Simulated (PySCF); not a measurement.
**Dipole response of Ir+ (iridium, charge +1)**

[Xe] 4f14 5d7 6s1, high-spin 5F determinant. Calculation: PySCF 2.14, in def2-QZVPPD with the def2 core potential (60 electrons); a scalar-relativistic core potential. Coupled (time-dependent) response in atomic units; α is the mean over directions.

```
 method  mean α (bohr³)  C₆ (like pair)  S(−4)
r2SCANh           26.07           218.4  244.5
   BP86           24.44           200.5  209.3
```

S(−4) is the Cauchy moment in α(ω) = α(0) + S(−4) ω² + …

Spin-orbit coupling is absent.

α(iu) at BP86:

| u (hartree) | α(iu) (bohr³) |
| --- | --- |
| 0 | 24.44 |
| 0.0500 | 23.93 |
| 0.100 | 22.58 |
| 0.200 | 18.80 |
| 0.300 | 15.27 |
| 0.500 | 10.54 |
| 0.750 | 7.339 |
| 1.00 | 5.489 |
| 1.50 | 3.453 |
| 2.00 | 2.379 |
| 3.00 | 1.318 |
| 5.00 | 0.5659 |

A single London oscillator, α(iu) = α/(1 + u²/ω²), gives C₆ = (3/4) ω α². Matching the computed C₆ needs ω = 4 × 200.5 / (3 × 24.44²) = 0.448 hartree.

For an ion, C₆ is the dispersion term alone; charge-induced terms of lower order in 1/R come first.

Energies and moments cover only the electrons outside the core potential. Spin-orbit coupling, absent here, splits the open shell strongly.
